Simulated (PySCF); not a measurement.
**Dipole moment and polarisability of `O=C=Pc1cccnc1`**

C6H4NOP.
Atom-mapped SMILES: `[O:1]=[C:2]=[P:3][c:4]1[cH:5][cH:6][cH:7][n:8][cH:9]1` (hydrogens: H10 on C5; H11 on C6; H12 on C7; H13 on C9)

Cartesian coordinates in Å at the GFN2-xTB level; atoms count from 1:
```
atom  x, y, z in Å
O1     3.9035    1.1813   -0.2566
C2     3.0470    0.6812    0.3466
P3     2.0481   -0.0654    1.4207
C4     0.4981   -0.0658    0.4572
C5    -0.6346   -0.6343    1.0379
C6    -1.8227   -0.6460    0.3283
C7    -1.8350   -0.0873   -0.9405
N8    -0.7615    0.4525   -1.4945
C9     0.3684    0.4674   -0.8277
H10   -0.5818   -1.0596    2.0305
H11   -2.7148   -1.0791    0.7535
H12   -2.7329   -0.0667   -1.5427
H13    1.2138    0.9221   -1.3305
```

Level: wB97X-D/def2-SVPD (PySCF), static field, nuclei fixed, core orbitals frozen in the response. The polarisability tensor in these axes (au):

```
x   143.24  20.50   5.29
y    20.50  71.84 -14.27
z     5.29 -14.27  95.49
```

Task: What are the eigenvalues, a third of the trace, and Δα (Δα² = ½Σ(αi − αj)² over the three pairs)?

Result: Principal values 59.91, 101.91 and 148.75 au; mean 103.52 au = 15.34 Å³ = 17.07 × 10⁻⁴⁰ C²·m²/J; Δα = 76.97 au (74 % of the mean).

Task: What is the dipole moment, and where does it point?

Result: (-1.58, -1.15, 1.61) D, 2.53 D in size, pointing from the negative to the positive side. Measured along this direction, the outermost atoms are O1 at the negative end and H11 at the positive end.

Task: Sum over states: ᾱ = Σ f/ω², ω in Eh. What share falls to these 8 lowest TDDFT singlets (eV, f)? 2.54, 0.0008; 4.46, 0.0515; 4.94, 0.0038; 4.95, 0.0684; 4.98, 0.0009; 5.52, 0.2546; 5.81, 0.0001; 5.87, 0.0158.

Result: They add up to 10.74 au, 10.4 % of the 103.52 au; the largest single term is 6.18 au, from the state at 5.52 eV. Terms in order: 0.09, 1.91, 0.11, 2.07, 0.03, 6.18, 0.00, 0.34 au. Higher excitations give the rest. The strengths listed sum to 0.396.

Task: How large is μ²/3kT at 250 K beside α?

Result: In Gaussian units μ²/3kT = 61.73 Å³ against 15.34 Å³, a ratio of 4.02; the Debye molar polarisation (4π/3)N_A(α + μ²/3kT) is 194.4 cm³/mol, leaving out the vibrational part.

Task: What would n − 1 = 2πNα be for an ideal gas of these molecules at 273.15 K and 1 atm, electronic part alone?

Result: N = p/kT = 2.6868 × 10¹⁹ cm⁻³, so n − 1 = 2π × N × 15.34 × 10⁻²⁴ cm³ = 2590 × 10⁻⁶ at long wavelengths, for an ideal gas.

The structure is a single GFN2-xTB conformer in the gas phase; no vibrational or solvent corrections.

The pairwise dispersion term of wB97X-D wasn't added to the energies; at a given geometry it leaves orbitals and properties as they are.
